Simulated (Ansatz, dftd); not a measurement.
Reaction: BPH4 (SMILES PB) → BPH3 (SMILES P[BH], doublet) + H (doublet) (the B-H bond breaks)
Each species at its own B3LYP-D3(BJ)/def2-TZVP minimum (Ansatz, an electronic-structure program).

Property: bond dissociation energy (electronic), in kcal/mol. Open shells are spin-unrestricted; no spin-orbit coupling. Correlated methods leave the cores frozen. Rows without X2C or -DK are non-relativistic. CBS(X,Y): correlation extrapolated as X^-3, Hartree-Fock from the larger set (Q,5: extrapolated as (X+1)exp(-9√X)). A bracket is a step between two methods taken in the basis named. Functionals run without relativity, which enters their misses. Double hybrids freeze cores in their MP2 part. 'core' is core correlation in cc-pwCVTZ (1s frozen past Ne), 'X2C' scalar relativity in cc-pVTZ-DK, both at CCSD(T). For partners of very few electrons the exact lower level stands in for a higher one.

Compared with CCSD(T)/CBS(cc-pV(Q+d)Z,cc-pV(5+d)Z) + [CCSDT(Q) - CCSD(T)]/cc-pV(T+d)Z + core + X2C (Ansatz): 108.0 kcal/mol.

Problem. Rank these levels by how close they come to it, closest first: CAM-B3LYP-D3(BJ)/def2-TZVPD (Ansatz + dftd3); MP2/CBS(cc-pV(Q+d)Z,cc-pV(5+d)Z) (Ansatz); B2GP-PLYP-D4/def2-TZVPD (Ansatz + dftd4); PBE0/def2-TZVPD (Ansatz).

Solution. CAM-B3LYP-D3(BJ)/def2-TZVPD (107.7 kcal/mol, difference -0.3), MP2/CBS(cc-pV(Q+d)Z,cc-pV(5+d)Z) (106.9 kcal/mol, difference -1.1), B2GP-PLYP-D4/def2-TZVPD (106.5 kcal/mol, difference -1.5), PBE0/def2-TZVPD (103.7 kcal/mol, difference -4.3)
